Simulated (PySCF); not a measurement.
PySCF input for 1-ethynyl-1-methylcyclopropane (C6H8), SMILES C#CC1(C)CC1, C-PCM-PBE0/def2-SVP. Geometry: ωB97X-D3(BJ)/def2-SVP.

```python
import numpy as np
from pyscf import gto, scf, dft
from pyscf.solvent import pcm

mol = gto.M(
    atom='''
    C     0.16565785    2.42353787    0.00000000
    C     0.03343635    1.22072136   -0.00000000
    C    -0.14867295   -0.22417423   -0.00000000
    C    -1.59668660   -0.68631851   -0.00000000
    C     0.87665008   -1.04830564    0.74990537
    C     0.87665008   -1.04830565   -0.74990537
    H     0.28625043    3.49238771    0.00000000
    H    -2.12455955   -0.31542568    0.89237651
    H    -1.64756565   -1.78615407    0.00000001
    H    -2.12455956   -0.31542567   -0.89237649
    H     0.50767234   -1.93715089    1.27066635
    H     1.67644041   -0.51200586    1.26705293
    H     0.50767233   -1.93715089   -1.27066635
    H     1.67644041   -0.51200586   -1.26705294
    ''',
    basis='def2-SVP',
    charge=0,
    spin=0,
    max_memory=1600,
    verbose=3,
)
mf = dft.RKS(mol, xc='pbe0').density_fit(auxbasis='def2-universal-jkfit')
mf.grids.level = 3
mf.conv_tol = 1e-9
mf.max_cycle = 100
mf.kernel()
res = {}
for name, eps in {'water': 78.355, 'methanol': 32.613, '2-propanol': 19.264}.items():
    s = mf.PCM()
    s.with_solvent.method, s.with_solvent.eps, s.with_solvent.lebedev_order = 'C-PCM', eps, 29
    s.kernel(mf.make_rdm1())
    res[name] = (s.e_tot, eps, s.dip_moment(), s.mo_energy, s.converged)
    print(f'{name}: electrostatic solvation free energy {(s.e_tot - mf.e_tot) * 627.509474:.3f} kcal/mol')
```

Log of the run:

```
converged SCF energy = -232.900943662849

WARN: PCM is an experimental feature. It is still in testing.
Features and APIs may be changed in the future.

converged SCF energy = -232.906468693248
Dipole moment(X, Y, Z, Debye): -0.06088, -1.17711,  0.00000
water: electrostatic solvation free energy -3.467 kcal/mol

WARN: PCM is an experimental feature. It is still in testing.
Features and APIs may be changed in the future.

converged SCF energy = -232.906356589363
Dipole moment(X, Y, Z, Debye): -0.06065, -1.16775,  0.00000
methanol: electrostatic solvation free energy -3.397 kcal/mol

WARN: PCM is an experimental feature. It is still in testing.
Features and APIs may be changed in the future.

converged SCF energy = -232.906224205534
Dipole moment(X, Y, Z, Debye): -0.06037, -1.15680,  0.00000
2-propanol: electrostatic solvation free energy -3.314 kcal/mol
```

Self-consistency was reached.

Cost: around 4 core-minutes (rough).
